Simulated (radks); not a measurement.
Polarisabilities and homonuclear dispersion coefficients (atomic units). All-electron calculation, scalar-relativistic Kohn-Sham, LDA (Slater exchange, Perdew-Wang correlation), spin-polarised, spherical densities, finite nucleus; open shells are filled with parallel spins first (spin-orbit coupling, left out, can overturn this in heavy ions); Fermi nuclear charge, rms radius of each element as measured or else 0.836 A^(1/3) + 0.57 fm. Program: a radial shooting solver on a logarithmic mesh with Libxc functionals. Response by self-consistent Sternheimer equations with the Hartree and adiabatic LDA kernel, the relativistic mass of each level held fixed and spin-orbit coupling left out. For heavy and open-shell atoms this level of theory can miss by tens of per cent. "Uncoupled" leaves out the induced potential. Quadrupole and octupole values are given only where no p, d or f shell is open.

species,configuration,alpha1 (bohr^3),"alpha1, uncoupled",alpha2 (bohr^5),alpha3 (bohr^7),C6,C8,recommended alpha1
Kr,[Kr],18.08,27.79,111.0,1514,140.9,4547,16.78 +/- 0.02
Co+,[Ar] 3d8,10.58,14.22,-,-,37.94,-,-
N+,[He] 2s2 2p2,3.884,5.555,-,-,8.402,-,-
Li,[He] 2s1,143.6,165.5,1715,46490,1142,89170,164.113 +/- 0.0005
Tl,[Hg] 6p1,78.61,106.1,-,-,797.5,-,50 +/- 2
As,[Ar] 3d10 4s2 4p3,33.23,47.88,-,-,282.1,-,30 +/- 1

Recommended values: Schwerdtfeger and Nagle, table of static dipole polarisabilities (2023 update), measured or computed.
